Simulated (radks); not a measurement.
The numbers below are computed, except where a source is named.
Problem. Ionisation of the antimony ion Sb2+, [Kr] 4d10 5s2 5p1, to [Kr] 4d10 5s2 as the strength of local exchange is varied. Code: a radial shooting solver on a logarithmic mesh with Libxc functionals. Model: non-relativistic Kohn-Sham, Slater X-alpha exchange (alpha = 2/3 is LDA exchange), no correlation, spin-unpolarised, spherical densities, point nucleus; relativity is left out, which matters for an element this heavy.

| alpha | E(Sb2+) (hartree) | exchange (hartree) | IE (eV) | -e of the level emptied (eV) | <r> of it (bohr) |
|---|---|---|---|---|---|
| 0.568 | -6281.73999 | -131.79339 | 22.434 | 18.153 (5p) | 2.587 |
| 0.577 | -6283.82859 | -133.92381 | 22.527 | 18.242 (5p) | 2.582 |
| 0.671 | -6305.68217 | -156.25311 | 23.508 | 19.185 (5p) | 2.531 |
| 0.705 | -6313.60430 | -164.36484 | 23.868 | 19.532 (5p) | 2.513 |
| 0.803 | -6336.49108 | -187.85019 | 24.921 | 20.548 (5p) | 2.463 |
| 0.901 | -6359.45563 | -211.49050 | 25.996 | 21.589 (5p) | 2.416 |
| 1.038 | -6391.68934 | -244.79807 | 27.537 | 23.086 (5p) | 2.354 |
| ? | -6304.75077 | -155.30001 | 23.466 | 19.144 (5p) | 2.533 |

Which alpha was used in the last row?

Solution. alpha = 0.667. NIST Atomic Spectra Database: 25.324 eV (measured). The Delta-SCF value meets it near alpha = 0.84. Relativity is left out here, which matters for elements this heavy. Spin polarisation and multiplet splitting are left out, so open shells lie too high by an amount that depends on their filling.

Beside tabulated values, note that spin-unpolarised runs miss the spin-polarisation part of the exchange energy of open shells.
